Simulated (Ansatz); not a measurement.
Mulliken charges of CH3FGeS, SMILES `C[S][Ge][F]` from B3LYP/def2-TZVPP in Ansatz (PBE0-D4/def2-TZVP geometry).

| atom | x (Å) | y (Å) | z (Å) | charge (e) |
| --- | --- | --- | --- | --- |
| C1 | -0.605 | 0.439 | 0.506 | -0.265 |
| S2 | -0.887 | -0.730 | -0.850 | -0.233 |
| Ge3 | 1.120 | -1.369 | -1.566 | 0.514 |
| F4 | 2.118 | -0.420 | -0.456 | -0.396 |
| H5 | -1.068 | 1.389 | 0.242 | 0.123 |
| H6 | -1.077 | 0.044 | 1.404 | 0.123 |
| H7 | 0.460 | 0.579 | 0.675 | 0.134 |

Problem. By hand: the dipole of these point charges (1 e Å = 4.8032 D).

Solution. Σ q r = (-0.098, -0.230, -0.267) e Å, of length 0.366 e Å = 1.76 D.

Problem. How does the dipole of the full density compare? (Best estimate.)

Solution. Computed: (-0.115, 0.003, 0.002) e Å, 0.55 D; the point charges give 3.20 times that, at 76° from its direction.

Point charges leave out the atoms' own dipoles, such as those of lone pairs, and Mulliken's split depends on the basis, so the two needn't agree.

B3LYP here is the variant with VWN-RPA as its local correlation; programs differ in this.
